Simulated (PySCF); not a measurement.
C6H12N (SMILES C[C]=NC(C)(C)C), doublet, at a GFN2-xTB geometry, with bond 16-6 at 1.3 times its length. Base run: BLYP/6-31G in PySCF.

Geometry (Å):
```xyz
19

C      2.9669     0.2999     0.0396
C      1.5124     0.5236     0.0168
N      0.6142    -0.3259     0.0083
C     -0.8119    -0.1338    -0.0109
C     -1.3707    -0.7998     1.2519
C     -1.3434    -0.8508    -1.2574
C     -1.2051     1.3487    -0.0452
H      3.4125     0.7843    -0.8287
H      3.2357    -0.7614     0.0358
H      3.3809     0.7696     0.9313
H     -1.0675    -1.8433     1.2885
H     -2.4563    -0.7475     1.2557
H     -0.9907    -0.2988     2.1394
H     -2.4286    -0.7978    -1.2876
H     -0.9430    -0.3870    -2.1561
H     -0.9507    -2.2083    -1.2402
H     -0.8112     1.8581     0.8311
H     -0.7923     1.8224    -0.9328
H     -2.2872     1.4499    -0.0590
```
Charge 0, spin multiplicity 2.
Orbitals are unrestricted.
All else is at PySCF's defaults.
Base energy -290.27609 Eh.

Variants of this job, named by their change:

```tsv
change	ΔE vs base (µEh)	SCF cycles	<S^2>	outcome
base	0.0	12	0.751	converged
level_shift = 0.5 (with mf.max_cycle = 100)	0.0	23	0.751	converged
conv_tol = 1e-7	0.1	9	0.751	converged
conv_tol = 1e-6	0.1	9	0.751	converged
conv_tol = 1e-11	0.0	14	0.751	converged
level_shift = 1.0 (with mf.max_cycle = 100)	0.0	39	0.751	converged
level_shift = 0.3 (with mf.max_cycle = 100)	0.0	17	0.751	converged
DIIS = ADIIS	0.0	27	0.751	converged
solver = newton	0.0	-	0.751	converged
diis = off (with mf.max_cycle = 100)	-	100	-	not converged
conv_tol = 1e-12	0.0	15	0.751	converged
DIIS = EDIIS	-	50	-	not converged
init_guess = sap	0.0	19	0.751	converged
```

Open shells are given as the SCF converged; they aren't shown to be the lowest states, and a large step between rows can be another state.
